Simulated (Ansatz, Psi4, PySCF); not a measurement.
MoO₄, charge -2, singlet, at a GFN2-xTB geometry (such geometries of metal compounds can be far from the true shape) (core potentials on Mo) (in this run its highest filled SCF level lies above zero, so its values depend strongly on the basis, on diffuse functions most of all). Base run: WB97X-V/def2-SVP (PySCF).

Input for PySCF:
```python
from pyscf import gto, scf, dft

mol = gto.Mole()
mol.atom = '''
    Mo    0.00000000   -0.00000000    0.00000000
    O     1.39196717   -0.30250817   -0.96057373
    O     0.47788879    0.29669542    1.62338530
    O    -0.83104508    1.37333660   -0.61245111
    O    -1.03881088   -1.36752385   -0.05036046
'''
mol.basis = 'def2-svp'
mol.ecp = {'Mo': 'def2-svp'}
mol.charge = -2
mol.verbose = 4
mol.build()

mf = dft.RKS(mol)
mf.xc = 'wb97x_v'
mf.kernel()
```

The same geometry, method and basis name were run in Ansatz (a program for electronic structure) and Psi4 and PySCF, at each program's defaults and at the settings that a row names. The base is PySCF at its defaults. Differences at the defaults can come from grids, fitting, cores and function types together.

```json
[
 {"code and settings": "PySCF, defaults (exact integrals, its default grid, spherical functions)", "ΔE vs base (µEh)": "0.0", "basis functions": "87", "E (Eh)": "-368.79149", "SCF cycles": "10"},
 {"code and settings": "Psi4, defaults (density fitting with its default set, its default grid, spherical functions)", "ΔE vs base (µEh)": "[?]", "basis functions": "87", "E (Eh)": "[?]", "SCF cycles": "10"},
 {"code and settings": "Ansatz, defaults (factorised integrals, its default grid, spherical functions)", "ΔE vs base (µEh)": "1.5", "basis functions": "87", "E (Eh)": "-368.79149", "SCF cycles": "-"},
 {"code and settings": "PySCF, density fitting with def2-universal-jkfit", "ΔE vs base (µEh)": "-19.9", "basis functions": "87", "E (Eh)": "-368.79151", "SCF cycles": "10"},
 {"code and settings": "PySCF, fine grid", "ΔE vs base (µEh)": "-12.5", "basis functions": "87", "E (Eh)": "-368.79151", "SCF cycles": "10"},
 {"code and settings": "Psi4, exact integrals, spherical functions, fine grid", "ΔE vs base (µEh)": "-9.2", "basis functions": "87", "E (Eh)": "-368.79150", "SCF cycles": "14"},
 {"code and settings": "Ansatz, high accuracy", "ΔE vs base (µEh)": "-12.4", "basis functions": "87", "E (Eh)": "-368.79151", "SCF cycles": "-"}
]
```

### Question
What belongs in the gaps?

### Answer

- Psi4, defaults (density fitting with its default set, its default grid, spherical functions), ΔE vs base (µEh): -67.2
- Psi4, defaults (density fitting with its default set, its default grid, spherical functions), E (Eh): -368.79156
